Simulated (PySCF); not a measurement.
# How methods differ on the ionisation energy of Ag²⁺

Ag²⁺ [Kr] 4d9 (2D) → Ag³⁺ [Kr] 4d8 (3F), as a difference of total energies. All numbers are calculated (PySCF 2.14, scalar relativity through the core potential, in aug-cc-pVDZ-PP with ECP28MDF (5s5p4d2f, 54 functions)). Correlated levels: valence: 4s2 4p6 frozen. The calculations carry no spin-orbit coupling.

```csv
method,ionisation energy (eV)
UHF,32.915
MP2 (valence),34.575
SCS-MP2 (valence),34.449
CCSD (valence),34.388
CCSD(T) (valence),34.433
```

How much does correlation contribute at CCSD(T) (valence)?

34.433 − (32.915) = 1.518 eV, measured against UHF.

The reference lies between the lowest fine-structure levels, while these numbers refer to the centres of the terms.

Errors of the correlated levels include the incompleteness of this basis and the frozen core.

For comparison: 34.8 ± 0.3 eV (semi-empirical (NIST evaluation); NIST Atomic Spectra Database, ionization energies).
